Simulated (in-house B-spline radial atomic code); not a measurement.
Atomic self-consistent-field run: the cerium ion Ce⁷⁺. Level of theory: scalar-relativistic (X2C) BP86, spin-polarised, spherical fractional occupations, Fermi nucleus of rms radius 4.8771 fm; calculated with a B-spline radial code for spherical atoms.

Command:
```bash
python run_scf.py task.json out
```
Settings (nuclear radius in fm, mass in u):
```
Z                58
configuration    [Kr] 4d10 5s2 5p3
hamiltonian      x2c
method           b88,p86
spin_polarised   True
nucleus          fermi
rms_radius       4.8771
atomic_mass      139.90545
speed_of_light   137.035999084
```

Output (hartree, bohr):
```
 radial grid: 67 intervals, B-splines of order 8, outer radius 18.8312 bohr

 iter        energy (Eh)    residual
    1       -8818.621854    1.26e+00
    2       -8839.510098    7.42e-01
    3       -8848.587635    1.93e-01
    4       -8849.178173    4.77e-02
    5       -8849.204710    2.38e-02
    6       -8849.214354    3.27e-03
    7       -8849.214409    1.18e-04
    8       -8849.214409    1.08e-05
    9       -8849.214409    2.18e-07

 total energy                     -8849.21441
 kinetic                            9497.8421
 electron-nucleus                 -21382.7955
 Hartree                            3245.6756
 exchange-correlation               -209.9367

 orbital      occ     eigenvalue          <r>       <r^2>       <1/r>       r_max
 1s up      1.000     -1480.2818    0.0239125 0.000786785     67.1625     0.01495
 1s down    1.000     -1480.2720    0.0239124 0.000786779     67.1627     0.01495
 2s up      1.000      -239.9851     0.104621   0.0129776     15.3858     0.08895
 2s down    1.000      -239.9802     0.104621   0.0129775     15.3857     0.08895
 2p up      3.000      -215.5629    0.0919958   0.0103463     13.9253     0.07128
 2p down    3.000      -215.5545    0.0919966   0.0103464     13.9251     0.07128
 3s up      1.000       -54.4816      0.27831   0.0886365     5.48199      0.2548
 3s down    1.000       -54.4735     0.278298   0.0886266     5.48196      0.2548
 3p up      3.000       -46.6866     0.276255   0.0885561     5.05727      0.2492
 3p down    3.000       -46.6773     0.276242    0.088545     5.05732      0.2492
 3d up      5.000       -35.4827     0.253588   0.0758083     4.76186      0.2052
 3d down    5.000       -35.4738     0.253569   0.0757943     4.76207      0.2052
 4s up      1.000       -13.7662     0.634349    0.453899     2.26766      0.5921
 4s down    1.000       -13.7479     0.634164    0.453468      2.2674      0.5923
 4p up      3.000       -11.1996     0.669805     0.50968     2.06561      0.6171
 4p down    3.000       -11.1803     0.669141    0.508364     2.06658      0.6173
 4d up      5.000        -7.4704     0.732899    0.620904     1.80565      0.6483
 4d down    5.000        -7.4454     0.730173    0.615518      1.8106      0.6483
 5s up      1.000        -4.5322      1.39456     2.16381    0.966749       1.315
 5s down    1.000        -4.4046       1.3903     2.15509    0.973748       1.306
 5p up      3.000        -3.7769      1.52733     2.60061    0.867066       1.436
```

Cost of the run: 0.26 s on 1 thread of x86-64 server CPU, with other jobs on the host.

One-electron X2C: radii and densities carry no picture-change correction, so inner-shell <1/r> comes out high (for 1s by about 2 % at Z = 33, 5 % at 54, 10 % at 75, 30 % at 118) and <r> low.
